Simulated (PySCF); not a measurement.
**Exercise with solution: entropy of an ideal gas**

BiH2F, SMILES [F][BiH2].

Coordinates come from a B3LYP-D3(BJ)/def2-TZVP optimisation. The def2 effective core potentials stand for the cores of Bi; spin–orbit coupling is left out.

B3LYP-D3(BJ)/def2-TZVP (PySCF 2.14.0) gives the harmonic wavenumbers 538, 570, 592, 773, 1779, 1784 cm⁻¹ and the rotational temperatures 3.7254, 0.3195, 0.3194 K. The molar mass is 229.99 g/mol, the symmetry number 1, the spin multiplicity 1.

**Question.** Work out the entropy at 298.15 K and 1 atm in the rigid-rotor, harmonic-oscillator model.

**Answer.** 
Translation (Sackur–Tetrode at 1 atm): S = R[1.5 ln M + 2.5 ln T − 1.16487] = 176.6 J/(mol K).
Rotation: q = (√π/σ) T^1.5/√(θA θB θC) = 14800, S = R[ln q + 3/2] = 92.3 J/(mol K).
Vibration: with u = 1.4388 ν/T, each mode gives R[u/(e^u − 1) − ln(1 − e^−u)]:
| ν (cm⁻¹) | modes | u | S (J/(mol K)) |
|---|---|---|---|
| 538 | 1 | 2.60 | 2.38 |
| 570 | 1 | 2.75 | 2.11 |
| 592 | 1 | 2.86 | 1.94 |
| 773 | 1 | 3.73 | 0.96 |
| 1779 | 1 | 8.58 | 0.01 |
| 1784 | 1 | 8.61 | 0.01 |
These are all the modes. Sum 7.4 J/(mol K).
Spin: R ln 1 = 0.0 J/(mol K).
Total 276.3 J/(mol K); the program's own thermochemistry gives 276.3. Translation makes up 64 % and vibration 3 %. Anharmonicity, hindered rotation and orbital degeneracy are left out.
